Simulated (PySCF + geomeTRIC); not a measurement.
A geometry relaxed with r2SCAN-D4/def2-TZVP in PySCF + geomeTRIC, charge 0, multiplicity 1:

```xyz
10

B      1.3249    -0.6487     0.2144
H      0.6868     2.1349     0.1332
B     -0.1418     0.1841    -0.0111
H     -0.9729     2.1761    -0.1386
H      1.3928    -1.8483     0.1859
N     -0.1541     1.6033    -0.0052
H      2.3651    -0.0810     0.4140
H     -2.2543    -0.1401    -0.3414
H     -1.3490    -1.5518    -0.2155
N     -1.3421    -0.5474    -0.2057
```

Q: Write the SMILES of this molecule.

A: `BB(N)N`
